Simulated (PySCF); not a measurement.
## Working out the ionisation energy of Fe²⁺

Fe²⁺ [Ar] 3d6 (5D) → Fe³⁺ [Ar] 3d5 (6S). All numbers are calculated (PySCF 2.14, no relativity, point nucleus, in pcseg-2 (6s4p3d2f1g, 56 functions)). Frozen: [Ar]. Energies in hartree (1 hartree = 27.21139 eV):

```tsv
part	Fe²⁺ (lower)	Fe³⁺ (upper)
UHF	-1261.640335	-1260.595835
MP2 opposite-spin	-0.044026	0.000000
MP2 same-spin	-0.059169	-0.050768
```

Question: What does Hartree-Fock give?

Answer: (-1260.595835) − (-1261.640335) = 1.044500 hartree = 28.422 eV.

Question: What do MP2 and SCS-MP2 (6/5 opposite-spin, 1/3 same-spin) give?

Answer: The opposite-spin parts differ by 1.198 eV and the same-spin parts by 0.229 eV. MP2: 28.422 + (1.198) + (0.229) = 29.849 eV. SCS-MP2: 28.422 + 1.2 × (1.198) + (0.229)/3 = 29.936 eV.

Reference: 30.651 ± 0.012 eV (measured; NIST Atomic Spectra Database, ionization energies), between the lowest levels; spin-orbit coupling is absent from the calculation.

The calculation is non-relativistic.

What remains against the reference includes basis incompleteness, the frozen core and correlation beyond second order.
